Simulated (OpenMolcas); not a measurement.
# Au3+: ligand-field states by method

Au3+ with 6 ligands (water) in octahedral coordination (Th) at 2.21 Å. Ligand basis ANO-RCC-VDZP.
```
Au    0.0000    0.0000    0.0000
O     2.2100    0.0000    0.0000
H     2.7870    0.7797    0.0000
H     2.7870   -0.7797    0.0000
O     0.0000    2.2100    0.0000
H     0.0000    2.7870    0.7797
H     0.0000    2.7870   -0.7797
O    -2.2100    0.0000    0.0000
H    -2.7870    0.7797    0.0000
H    -2.7870   -0.7797    0.0000
O     0.0000   -2.2100    0.0000
H     0.0000   -2.7870    0.7797
H     0.0000   -2.7870   -0.7797
O     0.0000    0.0000    2.2100
H     0.7797    0.0000    2.7870
H    -0.7797    0.0000    2.7870
O     0.0000    0.0000   -2.2100
H     0.7797    0.0000   -2.7870
H    -0.7797    0.0000   -2.7870
```

* Program: OpenMolcas 26.06
* Basis: ANO-RCC-VTZP [8s7p5d3f1g]
* Scalar Hamiltonian: DKH2, point nucleus
* Active space: 8 electrons in 5 orbitals (5d)
* State averaging: 2S+1 = 3 even, 10 roots; 2S+1 = 1 even, 15 roots
* Spin-orbit coupling: RASSI with atomic mean-field integrals over the reference wave functions

I. CASSCF
II. SS-CASPT2, IPEA 0.25 Eh, imaginary shift 0.1 Eh (closed shells correlated: 5s 5p and the ligand valence shells)

Spin-free states (labels of O, taken over from Oh, the nearest higher group) in cm-1, each column counted from its own energy of the first state listed:

```
State  Degeneracy      I     II
  3A2           1      0      0
   1E           2  11754   5830
  3T2           3  17261  18960
  1A1           1  21082  12970
  3T1           3  24783  25080
  1T2           3  28660  25370
  1T1           3  32458  26920
  3T1           3  38799  41920
  1T2           3  48390  47030
   1E           2  48969  45670
  1A1           1  67161  56430
```

From I to II, I's first state of the same spin (3T2) moves from 17261 to 18960 cm-1, by about +1700 cm-1.

From I to II, I's first state of another spin (1E) moves from 11754 to 5830 cm-1, by about -5900 cm-1.

I: A least-squares ligand-field fit to the states below 45000 cm-1, each weighted by its degeneracy and with a free common offset, gives 10Dq = 17224 cm-1, B = 801 cm-1 and C = 2775 cm-1 (C/B = 3.46), with an rms deviation of 71 cm-1. The same method and metal basis give the free ion B = 937 cm-1 (fit to its terms below 60000 cm-1, rms deviation 6 cm-1), so the nephelauxetic ratio is β = 801 / 937 = 0.85; it hangs on how both fits weigh the states, and computed free-ion B values tend to be too large, so β mixes covalency with correlation.

χT at 300 K: I 1.67, II 1.62 cm3 K/mol.

The states above are spin-free; spin-orbit coupling is strong here and shifts and splits them by thousands of cm-1.

Roots that are degenerate in the reference are averaged as groups; the widest CASPT2 spread within a group is 1100 cm-1 (the 3-fold group of multiplicity 1 near 26900 cm-1 above the lowest state of its run, II). Shifts and gaps below about the spread of the groups concerned are not significant. Over all roots computed the reference weight is 0.64 to 0.69 in II; a low but even weight reflects the number of correlated electrons. Real 4d8 and 5d8 ions are as a rule square planar and diamagnetic. The least metal-like active orbital is 80 % on the metal (Löwdin) and no ligand orbital is active, so the numbers are rough. Ligand-to-metal charge-transfer states are missing. With no ligand orbital active B as a rule stays too high, so bands that hang on it stand too high and its fall with covalency is understated. Without dynamic correlation the repulsion within the d shell is too large (B by tens of per cent), so at a given field states of lower spin stand too high (holds for I). With metal d orbitals alone the field can be off either way by tens of per cent (holds for I). With one d shell and no ligand orbital active, 10Dq can be off by a tenth or more (holds for II). No measured value stands beside these numbers; the geometry is a model, was not optimised and need not be the one that this ion takes.
